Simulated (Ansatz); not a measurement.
Computed with Ansatz on PBE0-D4/def2-TZVP structures; ΔE is electronic, products minus reactants. CCSD(T)/CBS adds triple-zeta CCSD(T) − MP2 to the extrapolated MP2 energy (def2 sets, frozen cores). This one scheme is used for every species. DFT in def2-TZVPP. No spin–orbit coupling; open shells (•) take unrestricted orbitals. One conformer a species, not always the lowest.

Reaction (homolysis of the C–Si bond): `O[SiH](O)CF` → `[CH2]F`• + `O[SiH]O`•

CCSD(T)/CBS gives +384.7 kJ/mol.

(1) Another level gave +355.4 kJ/mol. Which?
A. r2SCAN-D4/def2-TZVPP
B. CCSD/def2-TZVPP
C. ωB97X-V/def2-TZVPP
D. PBE0/def2-TZVPP

Largest T1 diagnostic among the species: 0.015.

## Answers

(1) D. PBE0 355.4, ωB97X-V 381.6, r2SCAN-D4 348.2, CCSD/def2-TZVPP 369.2 kJ/mol.

In def2-TZVPP, CCSD(T) changes the Hartree–Fock value by +96.4 kJ/mol (the triples alone add +6.0 kJ/mol) and MP2 by +105.2 kJ/mol; breaking electron pairs costs correlation energy, which Hartree–Fock lacks. From PBE to PBE0 (25 % exact exchange), in def2-TZVPP and without D4, ΔE moves by +6.5 kJ/mol. The D4 term adds +11.6 kJ/mol with B3LYP and +6.3 kJ/mol with PBE0; it sums over pairs of atoms, weighted by their polarisabilities, and B3LYP, whose exchange is more repulsive, gets the larger term.

B3LYP here is the variant with VWN-RPA as its local correlation; programs differ in this.
